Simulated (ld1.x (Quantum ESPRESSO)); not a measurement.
What one change does to a pseudopotential (Mn (Z = 25), TM)

| Item | Value |
| --- | --- |
| Element | manganese (Mn) |
| Generator | ld1.x (Quantum ESPRESSO) 7.5 |
| Type | norm-conserving Troullier–Martins (Kleinman–Bylander form) |
| Functional | LDA (PZ) |
| Relativity | scalar-relativistic |
| Frozen core | [Ar] |
| Valence charge | 7 |
| Reference configuration | 3d5 4s1 4p0 (charge +1) |
| Partial waves | 4s (bound): rc 2.45 bohr; 4p (bound, empty): rc 1.95 bohr; 3d (bound): rc 1.90 bohr |
| Local potential | all-electron potential smoothed inside 1.90 bohr (lloc = -1) |
| Core correction | Bessel-smoothed model core inside 1.65 bohr |

All-electron outer shells of the reference configuration (LDA (PZ), scalar-relativistic, ld1.x):

| shell | level (eV) | outermost node (bohr) | outermost maximum (bohr) |
| --- | --- | --- | --- |
| 3p | -62.80 | 0.31 | 0.75 |
| 3d | -15.21 | – | 0.75 |
| 4s | -12.17 | 1.05 | 2.35 |
| 4p | -7.39 | 1.15 | 2.91 |

Change: wave 4s (bound): rc 2.45 bohr becomes 4s (bound): rc 3.14 bohr.

Cutoffs: the cutoffs (Ry, on a coarse ladder) from which the occupation-weighted sum of valence levels, in a spherical-Bessel basis at the reference potential, stays within 10 and 1 mRy of its value at 400 Ry; they do not see the model core or the augmentation charge, which bear on the density cutoff. Errors are all-electron minus pseudo energies relative to the spin-unpolarised reference configuration.

Task: How do hardness, ghosts and transferability respond?

Result: The potential gets neither clearly harder nor softer (70 Ry and 110 Ry → 70 Ry and 120 Ry); both files keep a bound ghost (s); the number of tests that count goes from 8 to 9; of the 8 tests that both files solve, the error grows in 7 and shrinks in 0 by more than 15 % and 0.3 meV (median size 11.1 → 164.6 meV). More of the atom is replaced by a form fitted at one configuration, so other configurations suffer.

| quantity | base | changed |
| --- | --- | --- |
| cutoff, loose | 70 Ry | 70 Ry |
| cutoff, tight | 110 Ry | 120 Ry |
| bound ghosts | s | s |
| tests counted (converged, no solver errors) | 8 of 9 | 9 of 9 |
| error for 3d5 4s2 4p0, meV [ΔE -8.65 eV] | +2.5 | +5.2 |
| error for 3d5 4s0 4p0, meV [ΔE 15.88 eV] | -12 | -26 |
| error for 3d4 4s0 4p0, meV [ΔE 48.69 eV] | -220 | -366 |
| error for 3d4 4s2 4p0, meV [ΔE 4.79 eV] | +11 | +303 |
| error for 3d5 4s1.5 4p0, meV [ΔE -5.19 eV] | +0.7 | +1.2 |
| error for 3d3 4s0 4p0, meV [ΔE 99.73 eV] | -947 | -1260 |
| error for 3d5 4s0 4p1, meV [ΔE 4.82 eV] | -1.9 | -10 |
| error for 3d5 4s1 4p0 (spin-polarised), meV [ΔE -6.11 eV] | +1338 | +1368 |

Base: Tests not counted: 3d5 4s2 4p0 (spin-polarised) (solver errors, printed error -383 eV). These tests converged, but a pseudo level misses the all-electron one widely, so the file describes the atom poorly there or has found another state: 3d3 4s0 4p0: empty 4s by 11.9 eV (a node warning on the way). Changed file: These tests converged, but a pseudo level misses the all-electron one widely, so the file describes the atom poorly there or has found another state: 3d4 4s0 4p0: empty 4s by 3.9 eV (a node warning on the way); 3d3 4s0 4p0: empty 4p by 3.5 eV (a node warning on the way). A true bound ghost makes a file unfit for plane-wave use even where its test errors are small: the radial tests pick states by their node count and pass the ghost by. Where a test does run into it, the solver fails or the error is huge.
